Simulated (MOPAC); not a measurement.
Input for MOPAC: PM6 on C2H9AlO (a complex), monomers drawn apart or pushed together.

```
PM6 1SCF PRECISE CHARGE=0 THREADS=1
C2H9AlO

Al     0.07526809 1    -0.21232265 1     0.65208523 1
H     -1.44492903 1    -0.37966063 1     0.19925407 1
H      0.73711429 1     1.20981120 1     0.36304700 1
H      1.01513339 1    -1.50009040 1     0.62713314 1
C      0.31744950 1    -0.92825782 1     4.36344408 1
O     -0.25978031 1    -0.03572815 1     3.40344255 1
C     -1.06116926 1     1.00667759 1     3.97152115 1
H     -0.47605954 1    -1.42013919 1     4.92935297 1
H      0.96827854 1    -0.36887969 1     5.03826060 1
H      0.89235739 1    -1.66026959 1     3.80503576 1
H     -1.89434040 1     0.56913514 1     4.52419735 1
H     -1.43740009 1     1.60838168 1     3.14907386 1
H     -0.44828699 1     1.62168618 1     4.63274014 1
```

It printed:

```
*******************************************************************************
 **                                                                           **
 **                              MOPAC v23.2.5                                **
 **                                                                           **
 *******************************************************************************
 ** MOPAC's Digital Object Identifier: https://doi.org/10.5281/zenodo.6511958 **
 **                                                                           **
 ** Please cite the open-source release paper for use of this MOPAC version:  **
 ** J. E. Moussa and J. J. P. Stewart (2026)                                  **
 ** MOPAC: An open-source semiempirical molecular orbital program             **
 ** J. Open Source Softw., 11(119), 8025, https://doi.org/10.21105/joss.08025 **
 *******************************************************************************

                              PM6 CALCULATION RESULTS

 *******************************************************************************
 *  PM6        - The PM6 Hamiltonian to be used
 *
 *
 *
 *                 CHARGE ON SYSTEM = 0
 *
 *
 *
 *  PRECISE    - TIGHTER CRITERIA TO BE USED
 *  1SCF       - DO 1 SCF AND THEN STOP
 *  THREADS=1  - MULTI-THREADING NOT USED
 *  T=         - A TIME OF 172800.0 SECONDS REQUESTED
 *  DUMP=N     - RESTART FILE WRITTEN EVERY 7200.0 SECONDS REQUESTED
 *******************************************************************************
PM6 1SCF PRECISE CHARGE=0 THREADS=1
 C2H9AlO

   ATOM   CHEMICAL          X               Y               Z
  NUMBER   SYMBOL      (ANGSTROMS)     (ANGSTROMS)     (ANGSTROMS)

     1      Al          0.07526809  *  -0.21232265  *   0.65208523  *
     2       H         -1.44492903  *  -0.37966063  *   0.19925407  *
     3       H          0.73711429  *   1.20981120  *   0.36304700  *
     4       H          1.01513339  *  -1.50009040  *   0.62713314  *
     5       C          0.31744950  *  -0.92825782  *   4.36344408  *
     6       O         -0.25978031  *  -0.03572815  *   3.40344255  *
     7       C         -1.06116926  *   1.00667759  *   3.97152115  *
     8       H         -0.47605954  *  -1.42013919  *   4.92935297  *
     9       H          0.96827854  *  -0.36887969  *   5.03826060  *
    10       H          0.89235739  *  -1.66026959  *   3.80503576  *
    11       H         -1.89434040  *   0.56913514  *   4.52419735  *
    12       H         -1.43740009  *   1.60838168  *   3.14907386  *
    13       H         -0.44828699  *   1.62168618  *   4.63274014  *



          CARTESIAN COORDINATES

    NO.       ATOM           X           Y           Z

     1        Al          0.0753     -0.2123      0.6521
     2         H         -1.4449     -0.3797      0.1993
     3         H          0.7371      1.2098      0.3630
     4         H          1.0151     -1.5001      0.6271
     5         C          0.3174     -0.9283      4.3634
     6         O         -0.2598     -0.0357      3.4034
     7         C         -1.0612      1.0067      3.9715
     8         H         -0.4761     -1.4201      4.9294
     9         H          0.9683     -0.3689      5.0383
    10         H          0.8924     -1.6603      3.8050
    11         H         -1.8943      0.5691      4.5242
    12         H         -1.4374      1.6084      3.1491
    13         H         -0.4483      1.6217      4.6327

 General Reference for PM6:
 "Optimization of Parameters for Semiempirical Methods V: Modification of NDDO Approximations
 and Application to 70 Elements", J. J. P. Stewart, J. Mol. Mod., 13, 1173-1213 (2007)
 URL: https://link.springer.com/article/10.1007/s00894-007-0233-4

           Empirical Formula: C2 H9 O Al  =    13 atoms



      MOLECULAR POINT GROUP   :   Cs


      RHF CALCULATION, NO. OF DOUBLY OCCUPIED LEVELS = 13


 -------------------------------------------------------------------------------
 PM6 1SCF PRECISE CHARGE=0 THREADS=1
 C2H9AlO



     1SCF WAS SPECIFIED, SO BFGS WAS NOT USED
     SCF FIELD WAS ACHIEVED


                              PM6 CALCULATION
                                                       MOPAC v23.2.5 Linux




          FINAL HEAT OF FORMATION =         41.20379 KCAL/MOL =     172.39667 KJ/MOL


          COSMO AREA              =        141.45 SQUARE ANGSTROMS
          COSMO VOLUME            =        129.87 CUBIC ANGSTROMS

          IONIZATION POTENTIAL    =         10.181333 EV
          HOMO LUMO ENERGIES (EV) =        -10.181  0.709
          NO. OF FILLED LEVELS    =         13
          MOLECULAR WEIGHT        =         76.0740         POINT GROUP:  Cs

          MOLECULAR DIMENSIONS (Angstroms)

            Atom       Atom       Distance
            H     9    H     2     5.40737
            H    11    H     4     4.80874
            H     3    H     8     3.72276


          SCF CALCULATIONS        =          1





   ATOM   CHEMICAL          X               Y               Z
  NUMBER   SYMBOL      (ANGSTROMS)     (ANGSTROMS)     (ANGSTROMS)

     1      Al          0.07526809  *  -0.21232265  *   0.65208523  *
     2       H         -1.44492903  *  -0.37966063  *   0.19925407  *
     3       H          0.73711429  *   1.20981120  *   0.36304700  *
     4       H          1.01513339  *  -1.50009040  *   0.62713314  *
     5       C          0.31744950  *  -0.92825782  *   4.36344408  *
     6       O         -0.25978031  *  -0.03572815  *   3.40344255  *
     7       C         -1.06116926  *   1.00667759  *   3.97152115  *
     8       H         -0.47605954  *  -1.42013919  *   4.92935297  *
     9       H          0.96827854  *  -0.36887969  *   5.03826060  *
    10       H          0.89235739  *  -1.66026959  *   3.80503576  *
    11       H         -1.89434040  *   0.56913514  *   4.52419735  *
    12       H         -1.43740009  *   1.60838168  *   3.14907386  *
    13       H         -0.44828699  *   1.62168618  *   4.63274014  *

                             CARTESIAN COORDINATES

   1   Al        0.075268090    -0.212322650     0.652085230
   2    H       -1.444929030    -0.379660630     0.199254070
   3    H        0.737114290     1.209811200     0.363047000
   4    H        1.015133390    -1.500090400     0.627133140
   5    C        0.317449500    -0.928257820     4.363444080
   6    O       -0.259780310    -0.035728150     3.403442550
   7    C       -1.061169260     1.006677590     3.971521150
   8    H       -0.476059540    -1.420139190     4.929352970
   9    H        0.968278540    -0.368879690     5.038260600
  10    H        0.892357390    -1.660269590     3.805035760
  11    H       -1.894340400     0.569135140     4.524197350
  12    H       -1.437400090     1.608381680     3.149073860
  13    H       -0.448286990     1.621686180     4.632740140


           Empirical Formula: C2 H9 O Al  =    13 atoms



      MOLECULAR POINT GROUP   :   Cs


                  EIGENVALUES
 -30.08006 -26.03434 -23.88110 -17.08903 -16.54202 -16.53063 -14.60032 -14.02975
 -13.47956 -12.40300 -11.05244 -10.96552 -10.18133   0.70930   2.08735   3.90720
   4.65833   5.20261   5.23287   5.25004   5.35891   5.69424   5.82360   5.82850
   5.92926 112.56739 112.57232 112.60796 113.76901 113.79779


              NET ATOMIC CHARGES AND DIPOLE CONTRIBUTIONS

  ATOM NO.   TYPE          CHARGE      No. of ELECS.   s-Pop       p-Pop       d-Pop
    1         Al           0.228024        2.7720     1.10686     1.64542     0.01970
    2          H          -0.081841        1.0818     1.08184
    3          H          -0.081836        1.0818     1.08184
    4          H          -0.079763        1.0798     1.07976
    5          C          -0.170932        4.1709     1.09272     3.07821
    6          O          -0.450435        6.4504     1.83789     4.61254
    7          C          -0.173288        4.1733     1.09208     3.08121
    8          H           0.125256        0.8747     0.87474
    9          H           0.125256        0.8747     0.87474
   10          H           0.154527        0.8455     0.84547
   11          H           0.125664        0.8743     0.87434
   12          H           0.153701        0.8463     0.84630
   13          H           0.125666        0.8743     0.87433
 DIPOLE           X         Y         Z       TOTAL
 POINT-CHG.    -0.360     0.219     2.674     2.707
 HYBRID        -0.068     0.037     0.542     0.548
 SUM           -0.428     0.256     3.217     3.255


          ATOMIC ORBITAL ELECTRON POPULATIONS

     Atom    s        px        py        pz      x^2-y^2     xz        z^2       yz        xy
    1 Al   1.10686   0.79532   0.80513   0.04497   0.00642   0.00131   0.00426   0.00061   0.00710
    2  H   1.08184
    3  H   1.08184
    4  H   1.07976
    5  C   1.09272   1.07617   0.99637   1.00567
    6  O   1.83789   1.71193   1.47808   1.42253
    7  C   1.09208   1.02504   0.94887   1.10730
    8  H   0.87474
    9  H   0.87474
   10  H   0.84547
   11  H   0.87434
   12  H   0.84630
   13  H   0.87433

 **********************
 *                    *
 * JOB ENDED NORMALLY *
 *                    *
 **********************




 == MOPAC DONE ==
```

The run finished.

Cost: around 0.04 core-seconds (rough).
